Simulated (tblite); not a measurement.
A geometry optimisation, step by step.

Species: C₇H₉N₂ (doublet state).
Numbering: `[CH3:1][N:2]1[CH:3][CH2:4][C:5]([CH2:6][C:7]#[N:8])=[CH:9]1` (hydrogens: H10, H11, H12 on C1; H13 on C3; H14, H15 on C4; H16, H17 on C6; H18 on C9)
Bond orders are those of one Lewis drawing.

Computed with GFN2-xTB (tblite), gas phase: L-BFGS steps from a force-field or distance-geometry start until the largest atomic force falls under 0.01 eV/Å. 7 of its 94 geometries are shown.

Step 0: E = -688.7849 eV, largest atomic force 2.456 eV/Å
```
atom  x, y, z in Å  |  force x, y, z in eV/Å
C1     -2.740    0.142    0.613   -0.196   0.089  -0.163
N2     -1.409    0.118    0.068    0.648   0.266   0.627
C3     -1.047   -0.332   -1.174   -0.546   0.000  -0.196
C4      0.438   -0.281   -1.326   -0.551  -0.043   0.891
C5      0.850    0.221    0.054    0.017  -0.350  -0.994
C6      2.265    0.461    0.423    0.484  -0.356   0.523
C7      3.051   -0.781    0.408    0.968  -1.119   0.010
N8      3.688   -1.754    0.398   -1.429   1.998  -0.001
C9     -0.252    0.420    0.783   -1.427   0.042   0.411
H10    -2.990   -0.809    1.103    0.056   0.047  -0.059
H11    -3.487    0.319   -0.180    0.397  -0.110   0.170
H12    -2.862    0.942    1.355    0.248  -0.144  -0.171
H13    -1.799   -0.658   -1.882    0.435   0.142   0.244
H14     0.744    0.400   -2.114    0.298   0.090  -0.384
H15     0.833   -1.280   -1.512    0.353  -0.151  -0.295
H16     2.710    1.186   -0.257    0.276  -0.031  -0.314
H17     2.327    0.915    1.427   -0.009  -0.310  -0.127
H18    -0.330    0.777    1.800   -0.021  -0.060  -0.171
```

Step 16: E = -688.9129 eV, largest atomic force 0.061 eV/Å
```
atom  x, y, z in Å  |  force x, y, z in eV/Å
C1     -2.727    0.137    0.615   -0.016   0.002   0.006
N2     -1.396    0.104    0.095   -0.008   0.003  -0.008
C3     -1.057   -0.313   -1.161   -0.006  -0.006  -0.037
C4      0.422   -0.288   -1.313    0.017   0.003   0.015
C5      0.836    0.220    0.041    0.034   0.006   0.019
C6      2.257    0.474    0.426    0.040   0.019   0.006
C7      3.025   -0.750    0.414    0.008  -0.027  -0.005
N8      3.618   -1.728    0.386   -0.056   0.023   0.005
C9     -0.269    0.413    0.800   -0.030  -0.007   0.018
H10    -2.985   -0.810    1.103   -0.015  -0.011   0.001
H11    -3.432    0.312   -0.197   -0.019  -0.004   0.006
H12    -2.820    0.939    1.348   -0.005   0.014   0.011
H13    -1.789   -0.646   -1.863   -0.009  -0.016  -0.027
H14     0.766    0.375   -2.127   -0.011  -0.001  -0.016
H15     0.852   -1.279   -1.539    0.014  -0.009  -0.002
H16     2.732    1.169   -0.277    0.022   0.017  -0.020
H17     2.305    0.904    1.430    0.005   0.004   0.011
H18    -0.347    0.774    1.808    0.035  -0.010   0.017
```

Step 31: E = -688.9162 eV, largest atomic force 0.030 eV/Å
```
atom  x, y, z in Å  |  force x, y, z in eV/Å
C1     -2.723    0.131    0.619    0.005  -0.003  -0.006
N2     -1.391    0.087    0.099    0.013   0.001  -0.006
C3     -1.050   -0.314   -1.163    0.004   0.011  -0.013
C4      0.429   -0.278   -1.315    0.001   0.000   0.005
C5      0.841    0.242    0.037    0.013   0.002  -0.007
C6      2.263    0.497    0.421    0.003  -0.008   0.003
C7      2.996   -0.748    0.414   -0.002   0.002   0.002
N8      3.536   -1.756    0.390   -0.012   0.008   0.005
C9     -0.266    0.406    0.802    0.019  -0.007  -0.002
H10    -2.990   -0.813    1.107   -0.005  -0.008   0.001
H11    -3.427    0.311   -0.193   -0.014  -0.007  -0.005
H12    -2.812    0.935    1.349    0.004  -0.002   0.004
H13    -1.775   -0.660   -1.867   -0.010  -0.004   0.008
H14     0.769    0.374   -2.140   -0.017   0.008   0.023
H15     0.866   -1.270   -1.529    0.002   0.013   0.004
H16     2.746    1.185   -0.285   -0.001  -0.023   0.001
H17     2.315    0.930    1.424    0.003   0.002  -0.008
H18    -0.336    0.747    1.819   -0.005   0.014  -0.009
```

Step 46: E = -688.9186 eV, largest atomic force 0.030 eV/Å
```
atom  x, y, z in Å  |  force x, y, z in eV/Å
C1     -2.718    0.110    0.621    0.005   0.003   0.001
N2     -1.385    0.084    0.100   -0.002   0.007  -0.007
C3     -1.045   -0.296   -1.167    0.004   0.010   0.000
C4      0.434   -0.241   -1.320   -0.008  -0.006  -0.020
C5      0.844    0.274    0.034   -0.014  -0.015  -0.013
C6      2.272    0.502    0.412   -0.010   0.009  -0.006
C7      2.954   -0.771    0.439   -0.003   0.012   0.006
N8      3.444   -1.805    0.431    0.010  -0.022   0.018
C9     -0.263    0.420    0.802    0.007   0.000  -0.007
H10    -2.976   -0.839    1.104    0.013  -0.001  -0.001
H11    -3.427    0.288   -0.188    0.008  -0.003  -0.003
H12    -2.813    0.910    1.357   -0.006  -0.003   0.009
H13    -1.760   -0.711   -1.845    0.007   0.004   0.009
H14     0.761    0.427   -2.136   -0.010   0.009  -0.004
H15     0.887   -1.223   -1.548   -0.007  -0.007   0.008
H16     2.776    1.143   -0.322    0.008   0.011  -0.010
H17     2.345    0.968    1.398   -0.008  -0.003   0.016
H18    -0.339    0.768    1.816    0.006  -0.006   0.006
```

Step 62: E = -688.9204 eV, largest atomic force 0.030 eV/Å
```
atom  x, y, z in Å  |  force x, y, z in eV/Å
C1     -2.709    0.097    0.628    0.006  -0.001   0.003
N2     -1.380    0.101    0.095   -0.005  -0.008  -0.007
C3     -1.052   -0.259   -1.183   -0.002   0.002  -0.013
C4      0.428   -0.217   -1.342   -0.005  -0.004   0.004
C5      0.848    0.286    0.014   -0.006  -0.004   0.001
C6      2.276    0.501    0.403    0.000  -0.005  -0.008
C7      2.933   -0.783    0.473    0.007  -0.018   0.012
N8      3.401   -1.827    0.512   -0.005   0.016   0.000
C9     -0.253    0.427    0.792   -0.013  -0.003  -0.002
H10    -2.941   -0.864    1.101    0.000   0.005   0.010
H11    -3.427    0.268   -0.175    0.009   0.003   0.007
H12    -2.815    0.886    1.373   -0.002  -0.005   0.007
H13    -1.764   -0.731   -1.827    0.024   0.015  -0.011
H14     0.755    0.455   -2.155   -0.008  -0.006   0.013
H15     0.869   -1.202   -1.577    0.001   0.006   0.002
H16     2.799    1.119   -0.336    0.008   0.000  -0.004
H17     2.341    0.983    1.382   -0.005   0.008  -0.011
H18    -0.319    0.764    1.810   -0.004  -0.002  -0.002
```

Step 78: E = -688.9219 eV, largest atomic force 0.036 eV/Å
```
atom  x, y, z in Å  |  force x, y, z in eV/Å
C1     -2.696    0.078    0.641   -0.015  -0.002   0.007
N2     -1.378    0.105    0.083   -0.006   0.002   0.019
C3     -1.054   -0.233   -1.201   -0.014   0.003   0.019
C4      0.426   -0.191   -1.361   -0.003  -0.003   0.001
C5      0.849    0.292   -0.001    0.002   0.012  -0.001
C6      2.277    0.500    0.388    0.005  -0.001   0.000
C7      2.904   -0.793    0.531    0.016  -0.031  -0.009
N8      3.345   -1.846    0.622   -0.010   0.027   0.010
C9     -0.249    0.422    0.781    0.002  -0.005   0.001
H10    -2.904   -0.889    1.111   -0.008  -0.006   0.004
H11    -3.435    0.248   -0.141    0.012   0.001  -0.021
H12    -2.795    0.858    1.397   -0.004  -0.001   0.002
H13    -1.761   -0.704   -1.850   -0.016   0.004  -0.012
H14     0.750    0.489   -2.166    0.004   0.009  -0.004
H15     0.863   -1.173   -1.611    0.011  -0.016  -0.004
H16     2.817    1.066   -0.380    0.013   0.005   0.000
H17     2.344    1.032    1.340    0.010   0.008   0.000
H18    -0.314    0.745    1.805    0.001  -0.007  -0.013
```

Step 93: E = -688.9233 eV, largest atomic force 0.010 eV/Å
```
atom  x, y, z in Å  |  force x, y, z in eV/Å
C1     -2.689    0.057    0.649    0.001   0.005   0.001
N2     -1.372    0.097    0.089   -0.002  -0.001   0.002
C3     -1.056   -0.229   -1.200   -0.004  -0.001   0.000
C4      0.420   -0.172   -1.377    0.002   0.004   0.004
C5      0.854    0.299   -0.014    0.000  -0.003   0.006
C6      2.286    0.501    0.365    0.000   0.000   0.002
C7      2.883   -0.797    0.585   -0.008   0.003   0.002
N8      3.293   -1.853    0.746    0.005   0.003  -0.003
C9     -0.238    0.410    0.781   -0.002  -0.004  -0.002
H10    -2.891   -0.915    1.113    0.000   0.006  -0.005
H11    -3.428    0.228   -0.134    0.004  -0.004   0.000
H12    -2.794    0.831    1.410    0.000   0.001   0.004
H13    -1.780   -0.638   -1.872   -0.001  -0.003   0.001
H14     0.731    0.523   -2.176    0.002   0.000  -0.004
H15     0.864   -1.147   -1.644    0.001   0.003   0.001
H16     2.839    1.013   -0.430   -0.002  -0.005   0.003
H17     2.365    1.083    1.288    0.001   0.001  -0.006
H18    -0.295    0.718    1.809    0.005  -0.006  -0.006
```

**Question.** Summarise the path.

**Answer.** The energy falls by 0.1384 eV from step 0 to step 93; nine tenths of that is first reached at step 9. It rises by more than 0.2 meV at step 1. The largest force goes from 2.456 to 0.010 eV/Å. Among the bonds N2–C9 changes most, from 1.393 to 1.365 Å; the atoms move by 0.189 Å rms after alignment.

What follows is the cost of the whole relaxation. The run took 0.5 s of wall time on one thread of an Arm Neoverse V2 (shared host).
